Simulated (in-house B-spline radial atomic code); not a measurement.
Values are calculated unless marked as measured or tabulated.
Making a Troullier-Martins p channel for Si, r_c = 0.82 bohr

Si, [Ne] 3s2 3p2, non-relativistic PBE, spherical and spin-unpolarised, from a B-spline radial code for spherical atoms (atomic units). The all-electron 2p level is ε = -3.512899 hartree and its outer maximum at 0.39 bohr.

Inside r_c the pseudo-orbital is u(r) = r^2 exp(p(r)), with p = c0 + c2 r² + c4 r⁴ + … + c12 r¹². The seven coefficients follow from p and its first four derivatives at r_c, from zero curvature of the screened potential at the origin, c4 = −c2²/(2l + 5), and from the norm inside r_c. At r_c the all-electron orbital has P = 0.7757259, P' = -1.451346, the screened potential V = -4.077405, V' = 9.323108, V'' = -31.70649, and the norm inside is Q = 0.8567114.

(1) What are p, p' and p'' at r_c?

For a trial c2 the five matching conditions are linear in c0, c6, c8, c10 and c12, and c2 is varied until the norm inside r_c equals Q. The root nearest zero gives:

```csv
n,c_n
0,3.221455
2,-6.384195
4,-5.822564
6,39.69879
8,-69.82509
10,55.51266
12,-17.08329
```

(2) Check c4 and p(r_c), and find the screened pseudopotential at the origin.

Orbitals and screened potentials:

```
r (bohr)       P       u  V all-electron  V pseudo
   0.082  0.3349  0.1614          -136.6    -35.37
   0.205  0.9895  0.7994          -40.89    -33.43
   0.328   1.282   1.321          -20.27    -25.87
   0.451   1.287    1.38          -11.95     -14.5
   0.574   1.149   1.181          -7.832    -6.458
   0.697  0.9625  0.9645          -5.513    -4.549
    0.82  0.7757  0.7757          -4.077    -4.077
```

Logarithmic derivatives P'/P at R = 1.12 bohr, for energies E around ε:

| E − ε (hartree) | all-electron | pseudo |
| --- | --- | --- |
| -0.5 | 0.481861 | 0.490918 |
| -0.25 | -0.409489 | -0.405095 |
| -0.1 | -1.29993 | -1.2988 |
| 0 | -2.20634 | -2.20643 |
| 0.1 | -3.61357 | -3.61061 |
| 0.25 | -8.31283 | -8.25205 |
| 0.5 | 44.8124 | 49.2167 |

(3) With P(R) = 0.4180148 and a norm of 0.9620261 inside R, what slope in energy does norm conservation fix?

## Answers

(1) p = ln(P/r_c^2) = ln(0.7757259/0.6724) = 0.14295. p' = P'/P − 2/r_c = -1.87095 − 2.43902 = -4.30998. The radial equation gives p'' = 2(V − ε) − 2(2) p'/r_c − p'² = -1.12901 − (-21.02428) − 18.57590 = 1.31936. Differentiating, p''' = 2V' + 2(2)p'/r_c² − 2(2)p''/r_c − 2p'p'' = -2.0562, and p'''' = 2V'' − 4(2)p'/r_c³ + 4(2)p''/r_c² − 2(2)p'''/r_c − 2p''² − 2p'p''' = 3.6438.

(2) −c2²/7 = -5.82256, as listed. The terms c_n r_c^n are 3.22146, -4.29273, -2.63251, 12.06870, -14.27323, 7.63011, -1.57884, which sum to 0.14295. Inverting the radial equation, V_l(r) = ε + 2 p'/r + (p'' + p'²)/2, so V_l(0) = ε + (2l + 3) c2 = -3.512899 + 5 × (-6.3842) = -35.4339 hartree, finite where the all-electron potential diverges.

(3) d(P'/P)/dE = −2 × (norm inside R)/P(R)² = -11.0112 per hartree·bohr at E = ε, for both atoms, since orbital and norm agree at R. Differences over ±0.1 hartree give -11.5682 (all-electron) and -11.5590 (pseudo), which also hold third-order terms. Half a hartree below ε the two curves differ by +0.0091.
